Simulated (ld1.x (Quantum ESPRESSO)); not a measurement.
**Scattering properties, TM potential for F (Z = 9)**

F, norm-conserving Troullier–Martins (Kleinman–Bylander form), made with ld1.x (Quantum ESPRESSO) 7.5 (PBEsol, scalar-relativistic). Core [He], reference 2s2 2p4 (charge +1). Waves: 2s (bound): rc 0.40 bohr; 3d channel at -0.05 Ry: rc 0.70 bohr; 2p (bound): rc 0.66 bohr. Local part: the p channel. Core correction: none.

The phase is arctan(r·u′/u) with u = r·R(r), unwrapped; energies in Ry, scanned from -5 to 5 Ry. A pole is an energy at which the radial function vanishes at the test radius. The pseudo phase is shifted by a multiple of π to meet the all-electron one at the reference energy, and phase errors are pseudo minus all-electron; the curves can meet again beyond the range given. Levels narrower than the energy grid can be missing from the lists of poles.

For each channel, where are the poles, and over which energies does the pseudopotential scatter like the atom?

```csv
channel,radius (bohr),reference energy (Ry),"poles, all-electron","poles, pseudo",unbroken range about the reference energy with phases within 0.05 rad,phase error 1 Ry above the reference energy (rad)
s,0.80,-3.47,none,none,the whole range,-0.001
p,0.80,-2.07,none,none,the whole range,+0.000
d,0.80,-0.05,none,none,the whole range,+0.000
```

A Bessel basis up to 400 Ry misses an occupied level by 0.21 Ry, so cutoffs and ghosts were not judged.

Phases in the p channel:

| E (Ry) | all-electron | pseudo |
| --- | --- | --- |
| -5.00 | 0.598 | 0.598 |
| -4.74 | 0.549 | 0.550 |
| -4.48 | 0.496 | 0.497 |
| -4.22 | 0.439 | 0.439 |
| -3.96 | 0.376 | 0.376 |
| -3.70 | 0.307 | 0.308 |
| -3.44 | 0.234 | 0.234 |
| -3.18 | 0.155 | 0.155 |
| -2.92 | 0.071 | 0.071 |
| -2.66 | -0.018 | -0.018 |
| -2.40 | -0.108 | -0.108 |
| -2.14 | -0.201 | -0.201 |
| -1.88 | -0.294 | -0.294 |
| -1.62 | -0.385 | -0.385 |
| -1.36 | -0.474 | -0.473 |
| -1.10 | -0.558 | -0.558 |
| -0.84 | -0.638 | -0.637 |
| -0.58 | -0.712 | -0.712 |
| -0.32 | -0.781 | -0.781 |
| -0.06 | -0.845 | -0.844 |
| 0.20 | -0.904 | -0.903 |
| 0.46 | -0.957 | -0.956 |
| 0.72 | -1.006 | -1.005 |
| 0.98 | -1.051 | -1.050 |
| 1.24 | -1.092 | -1.090 |
| 1.50 | -1.129 | -1.128 |
| 1.76 | -1.164 | -1.162 |
| 2.02 | -1.195 | -1.194 |
| 2.28 | -1.225 | -1.223 |
| 2.54 | -1.252 | -1.250 |
| 2.80 | -1.277 | -1.275 |
| 3.06 | -1.300 | -1.298 |
| 3.32 | -1.321 | -1.319 |
| 3.58 | -1.341 | -1.339 |
| 3.84 | -1.360 | -1.358 |
| 4.10 | -1.378 | -1.376 |
| 4.36 | -1.395 | -1.392 |
| 4.62 | -1.410 | -1.408 |
| 4.88 | -1.425 | -1.422 |
